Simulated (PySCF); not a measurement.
BaBr₂. Atoms are numbered in the order given.

```xyz
3

Ba     0.0000     0.0000    -0.6300
Br     0.0000     2.6931     0.5040
Br     0.0000    -2.6931     0.5040
```
Charge 0, spin multiplicity 1.

Geometry optimised at B3LYP-D3(BJ)/def2-SVP. The def2 effective core potentials stand for the cores of Ba; spin–orbit coupling is left out.

These are TDDFT-M06-2X/def2-SVPD in PySCF values and carry that method's errors.

Vertical excitations. Gas-phase values at a fixed geometry. State labels are in the subgroup C2v.

Problem. Give excitation energies, oscillator strengths and character. (Estimate from the structure and the level; the computed values follow.)

Solution. 
| state | symmetry | energy (eV) | λ (nm) | f | main pairs |
|---|---|---|---|---|---|
| S1 | B2 | 4.40 | 282 | 0.001 | HOMO→LUMO 94 % |
| S2 | B1 | 4.56 | 272 | 0.034 | HOMO−1→LUMO 95 % |
| S3 | A1 | 4.56 | 272 | 0.012 | HOMO−2→LUMO 94 % |
| S4 | A2 | 4.66 | 266 | 0.000 | HOMO−3→LUMO 94 % |
| S5 | B2 | 4.73 | 262 | 0.017 | HOMO−4→LUMO 91 % |
| S6 | A1 | 5.17 | 240 | 0.012 | HOMO−5→LUMO 90 % |
| S7 | A2 | 5.22 | 237 | 0.000 | HOMO→LUMO+1 84 % |
| S8 | B2 | 5.23 | 237 | 0.000 | HOMO→LUMO+2 89 % |
| S9 | B1 | 5.39 | 230 | 0.000 | HOMO−2→LUMO+1 63 %, HOMO−1→LUMO+2 26 % |
| S10 | A1 | 5.39 | 230 | 0.001 | HOMO−1→LUMO+1 51 %, HOMO−2→LUMO+2 40 % |
| T1 | B2 | 4.37 | 284 | 0 | HOMO→LUMO 92 % |
| T2 | A1 | 4.58 | 271 | 0 | HOMO−2→LUMO 94 % |
| T3 | B1 | 4.59 | 270 | 0 | HOMO−1→LUMO 96 % |
| T4 | A2 | 4.72 | 263 | 0 | HOMO−3→LUMO 95 % |
Triplets are in the Tamm–Dancoff approximation, which puts them higher than full response would, so one can lie above its singlet here.
